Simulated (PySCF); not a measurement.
PySCF input for ZnFBr, SMILES [F][Zn][Br], B3LYP-D3(BJ)/def2-TZVP. Geometry optimised at B3LYP-D3(BJ)/def2-TZVP.

```python
import numpy as np
from pyscf import gto, scf, dft, df
from pyscf.hessian import thermo

mol = gto.M(
    atom='''
    Zn    0.00000000    0.00000000   -0.83954148
    F     0.00000000    0.00000000   -2.59175971
    Br    0.00000000    0.00000000    1.38605948
    ''',
    basis='def2-TZVP',
    charge=0,
    spin=0,
    max_memory=1600,
    verbose=3,
)
mf = dft.RKS(mol, xc='b3lyp').density_fit(auxbasis='def2-universal-jkfit')
mf.disp = 'd3bj'
mf.grids.level = 3
mf.conv_tol = 1e-11
mf.max_cycle = 100
mf.kernel()

# [left out here: the lines that compute and print the analytic Hessian (its translational invariance restored by hand, since the grid's response is missing), thermochemistry and intensities]
```

Program output:

```
converged SCF energy = -4453.61087162401

WARN: DFTD3 does not support analytical Hessian, using finite difference


WARN: Mole.unit (angstrom) is changed to Bohr

Mode                                 0                   1                   2
Irrep
Freq [cm^-1]                      121.6694            121.6694            295.4529
Reduced mass [au]                  30.2226             30.2226             49.3640
Force const [Dyne/A]                0.2636              0.2636              2.5389
Char temp [K]                     175.0552            175.0552            425.0909
Normal mode                   x     y     z       x     y     z       x     y     z
       0  Zn                 0.08 -0.00  0.00   -0.00 -0.08  0.00    0.00  0.00 -0.07
       1   F                -0.16  0.00  0.00    0.00  0.16 -0.00   -0.00 -0.00 -0.09
       2  Br                -0.03  0.00 -0.00    0.00  0.03  0.00   -0.00 -0.00  0.08
Mode                                 3
Irrep
Freq [cm^-1]                      674.3406
Reduced mass [au]                  23.8508
Force const [Dyne/A]                6.3902
Char temp [K]                     970.2259
Normal mode                   x     y     z
       0  Zn                -0.00 -0.00 -0.07
       1   F                 0.00  0.00  0.19
       2  Br                 0.00  0.00  0.01
temperature 298.1500 [K]
pressure 101325.00 [Pa]
Rotational constants [GHz] inf 1.54579 1.54579
Symmetry number 1
Zero-point energy (ZPE) 0.00276 [Eh]   7256.143 [J/mol]
                           tot       elec      trans        rot        vib
Entropy [J/mol/K]       282.856      0.000    172.371     77.314     33.170
Cv [J/mol/K]             47.662      0.000     12.472      8.314     26.876
Cp [J/mol/K]             55.977      0.000     20.786      8.314     26.876
Internal energy [J/mol]                      3718.434   2478.956  12342.303
Internal energy [Eh]   -4453.60381  -4453.61087
Enthalpy [J/mol]                             6197.391   2478.956  12342.303
Enthalpy [Eh]          -4453.60287
Gibbs free energy [J/mol]                  -45195.092 -20572.300   2452.603
Gibbs free energy [Eh] -4453.63499
mode   freq/cm-1   IR/(km/mol)
   1      121.67        20.527
   2      121.67        20.527
   3      295.45         4.668
   4      674.34        88.212
max |gradient| / (hartree/bohr): 3.357978957891389e-05
APT charges: [ 1.034  -0.642  -0.3919]
```

Self-consistency was reached.

Cost: roughly 80 core-seconds.
